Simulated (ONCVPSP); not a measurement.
## What one change does to a pseudopotential (Ir, ONCV)

```json
{
 "Element": "Ir",
 "Generator": "ONCVPSP 4.0.1",
 "Type": "optimised norm-conserving Vanderbilt (ONCV)",
 "Functional": "BLYP",
 "Relativity": "scalar-relativistic",
 "Frozen core": "[Kr] 4d10 4f14",
 "Valence charge": "17",
 "Reference configuration": "5s2 5p6 5d7 6s1.75 (charge +0.25)",
 "Partial waves": "5s+6s: rc 1.70 bohr, ncon 4, nbas 8, qcut 6.1 1/bohr, 2 projectors; 5p: rc 1.70 bohr, ncon 4, nbas 7, qcut 6.6 1/bohr, 2 projectors, debl 0.5 Ha; 5d: rc 1.55 bohr, ncon 3, nbas 6, qcut 5.9 1/bohr, local",
 "Local potential": "the d channel",
 "Core correction": "Teter function fitted to the true core (icmod 2), fcfact 0.25"
}
```

In the p channel the program set the typed energies aside and used -2.077, 0.250 Ha.

Change: all radii but the core radius scaled by about 1.24 (s 2.12, p 2.12, d 1.92 bohr).

Cutoffs: the cutoffs (Ha) at which the residual kinetic energy of the hardest occupied pseudo-wave falls to 1 and 0.1 mHa per electron; they do not see the model core or the augmentation charge, which bear on the density cutoff. Errors are all-electron minus pseudo energies relative to the spin-unpolarised reference configuration.

What does the change do?

The potential gets softer (17 Ha and 37 Ha → 15 Ha and 19 Ha); of the 4 tests that both files solve, the error grows in 2 and shrinks in 0 by more than 15 % and 0.3 meV (median size 3.8 → 4.6 meV); neither file shows a bound ghost. A larger radius leaves more room for a smooth pseudo-wave, so fewer plane waves are needed.

| quantity | base | changed |
| --- | --- | --- |
| cutoff, loose | 17 Ha | 15 Ha |
| cutoff, tight | 37 Ha | 19 Ha |
| loose cutoff by channel | s 15 Ha, p 13 Ha, d 17 Ha | s 8.6 Ha, p 14 Ha, d 15 Ha |
| bound ghosts | none | none |
| GHOST(+) flags under 300 eV | none | none |
| error for 5s2 5p6 5d7 6s2, meV [ΔE -1.78 eV] | +0.6 | +0.6 |
| error for 5s2 5p6 5d7 6s1, meV [ΔE 8.07 eV] | -4.0 | -4.6 |
| error for 5s2 5p6 5d7 6s0, meV [ΔE 25.61 eV] | -17 | -21 |
| error for 5s2 5p6 5d6 6s2, meV [ΔE 10.25 eV] | -3.6 | -4.6 |
| rms error of d²Exc/dni dnj with the model core, mHa | 0.43 | 0.93 |
